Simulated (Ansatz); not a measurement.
Program: Ansatz. Geometries: PBE0-D4/def2-TZVP. ΔE: electronic, gas phase. CCSD(T)/CBS adds triple-zeta CCSD(T) − MP2 to the extrapolated MP2 energy (def2 sets, frozen cores). DFT in def2-TZVPP. def2 core potentials past Kr. For Br, Sn outer-core shells are correlated without core-valence functions, which leaves a few kJ/mol of doubt a bond. Scalar relativity is left out up to krypton. One conformer a species, not always the lowest.

Consider the substitution at a C–Sn bond: `F[CH2][SnH2][Br]` + `O[SiH2][SiH3]` → `FCO[SiH2][SiH3]` + `[Br][SnH3]`.

`F[CH2][SnH2][Br]`:

Cartesian coordinates in Å:
```
F 0.396 -1.024 -1.765
C -0.254 -1.019 -0.547
Sn 0.343 0.712 0.609
Br -1.147 2.570 -0.101
H -0.003 -1.939 -0.012
H -1.332 -0.985 -0.721
H 0.062 0.491 2.277
H 1.936 1.194 0.260
```

`O[SiH2][SiH3]`:

Cartesian coordinates in Å:
```
O 0.908 0.672 1.736
Si -0.414 0.568 0.747
Si 0.061 -0.539 -1.268
H 1.325 -0.147 2.008
H -1.541 -0.141 1.421
H -0.826 1.970 0.489
H -1.174 -0.650 -2.091
H 0.563 -1.915 -0.990
H 1.098 0.183 -2.053
```

`FCO[SiH2][SiH3]`:

```xyz
12

F     2.227   -0.890    0.030
C     1.699    0.067    0.870
O     0.523   -0.369    1.418
Si   -0.827   -0.780    0.532
Si   -1.163    0.675   -1.282
H     2.419    0.237    1.674
H     1.561    0.972    0.264
H    -0.725   -2.179    0.040
H    -1.953   -0.693    1.494
H    -0.062    0.569   -2.276
H    -1.255    2.088   -0.822
H    -2.444    0.303   -1.942
```

`[Br][SnH3]`:

Z-matrix (Å, degrees):
```
Sn
Br 1 2.483
H 1 1.700 2 106.4
H 1 1.700 2 106.4 3 -120.0
H 1 1.700 2 106.4 3 120.0
```

```json
{"level": "PBE-D4", "ΔE (kJ/mol)": "13.2", "difference from CCSD(T)/CBS": "-4.4"}
{"level": "ωB97X-V", "ΔE (kJ/mol)": "4.1", "difference from CCSD(T)/CBS": "-13.5"}
{"level": "ωB97M-V", "ΔE (kJ/mol)": "7.7", "difference from CCSD(T)/CBS": "-9.9"}
{"level": "PBE", "ΔE (kJ/mol)": "14.5", "difference from CCSD(T)/CBS": "-3.1"}
{"level": "MP2/def2-TZVPP", "ΔE (kJ/mol)": "15.5", "difference from CCSD(T)/CBS": "-2.1"}
{"level": "HF/def2-QZVPP", "ΔE (kJ/mol)": "-5.5", "difference from CCSD(T)/CBS": "-23.1"}
{"level": "MP2/def2-QZVPP", "ΔE (kJ/mol)": "20.4", "difference from CCSD(T)/CBS": "2.8"}
{"level": "SCS-MP2/def2-QZVPP", "ΔE (kJ/mol)": "16.4", "difference from CCSD(T)/CBS": "-1.2"}
{"level": "HF/CBS(def2)", "ΔE (kJ/mol)": "-5.4", "difference from CCSD(T)/CBS": "-23.0"}
{"level": "MP2/CBS(def2)", "ΔE (kJ/mol)": "23.8", "difference from CCSD(T)/CBS": "6.2"}
{"level": "CCSD(T)/CBS", "ΔE (kJ/mol)": "17.6", "difference from CCSD(T)/CBS": "0"}
```

Largest T1 diagnostic among the species: 0.013.

In def2-TZVPP, CCSD(T) changes the Hartree–Fock value by +15.3 kJ/mol (the triples alone add +1.1 kJ/mol) and MP2 by +21.5 kJ/mol. From PBE to PBE0 (25 % exact exchange), in def2-TZVPP and without D4, ΔE moves by −4.2 kJ/mol.
